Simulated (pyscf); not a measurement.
PySCF, gas phase, ωB97X-D3(BJ)/def2-SVP geometries. Correlated levels are frozen-core, on RHF or UHF. ΔMP2 is the change of the MP2 total energy from the triple- to the quadruple-zeta basis. Singlets are restricted, triplets unrestricted.

Singlet (Å):
```xyz
3

F      0.9928    -0.8134    -0.2565
Si     0.0245     0.0781    -1.2155
F     -0.1090     1.4219    -0.3054
```

Triplet (Å):
```xyz
3

F      1.0519    -0.9044    -0.2216
Si     0.0704     0.0638    -1.0937
F     -0.2685     1.5024    -0.4031
```

Problem. For these two minima of difluorosilylene (F–Si:–F), which spin state lies lower at CCSD(T)/def2-TZVPP + ΔMP2(QZVPP), and by how much (electronic energies)?

Solution. The singlet, by 310.6 kJ/mol. Zero-point energy shifts E(triplet) − E(singlet) by -0.5 kJ/mol. 

E(triplet) − E(singlet) by level (kJ/mol):

```tsv
level	gap
ωB97X-D3(BJ)/def2-TZVP	+313.7
PBE/def2-TZVP	+291.2
r²SCAN/def2-TZVP	+266.7
B3LYP-D3(BJ)/def2-TZVP	+307.7
PBE0-D3(BJ)/def2-TZVP	+285.4
M06-2X/def2-TZVP	+299.4
ωB97M-D3(BJ)/def2-TZVP	+339.5
HF/def2-TZVP	+216.9
MP2/def2-QZVPP	+294.6
CCSD/def2-TZVPP	+303.7
CCSD(T)/def2-TZVPP	+307.5
CCSD(T)/def2-TZVPP + ΔMP2(QZVPP)	+310.6
```

The triplet is the lowest one reached from the SCF start used. The CCSD(T) − MP2 part came from Ansatz, without density fitting, on the same reference.
